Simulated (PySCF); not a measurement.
**Working out the ionisation energy of Se¹⁷⁺**

Se¹⁷⁺ [Ne] 3s2 3p5 (2P) → Se¹⁸⁺ [Ne] 3s2 3p4 (3P). Computed with PySCF 2.14 in an uncontracted even-tempered set (17 s from 1.4 bohr⁻², ratio 2.5; 11 p from 1.8 bohr⁻², ratio 2.5; 5 d from 10 bohr⁻², ratio 2.7; 4 f from 16 bohr⁻², ratio 2.7), with the non-relativistic Hamiltonian (point nucleus). Frozen: 1s2; the 18 highest virtual orbitals dropped. Energies in hartree (1 hartree = 27.21139 eV):

```json
{"part": "UHF", "Se¹⁷⁺ (lower)": "-2247.270421", "Se¹⁸⁺ (upper)": "-2221.878951"}
{"part": "MP2 opposite-spin", "Se¹⁷⁺ (lower)": "-0.411007", "Se¹⁸⁺ (upper)": "-0.386125"}
{"part": "MP2 same-spin", "Se¹⁷⁺ (lower)": "-0.154822", "Se¹⁸⁺ (upper)": "-0.143708"}
```

What does Hartree-Fock give?

(-2221.878951) − (-2247.270421) = 25.391470 hartree = 690.937 eV.

What do MP2 and SCS-MP2 (6/5 opposite-spin, 1/3 same-spin) give?

The opposite-spin parts differ by 0.677 eV and the same-spin parts by 0.302 eV. MP2: 690.937 + (0.677) + (0.302) = 691.916 eV. SCS-MP2: 690.937 + 1.2 × (0.677) + (0.302)/3 = 691.850 eV.

Reference: 693.4 ± 0.7 eV (semi-empirical (NIST evaluation); NIST Atomic Spectra Database, ionization energies), between the lowest levels; spin-orbit coupling is absent from the calculation.

The calculation is non-relativistic.

What remains against the reference includes basis incompleteness, the frozen core and correlation beyond second order.
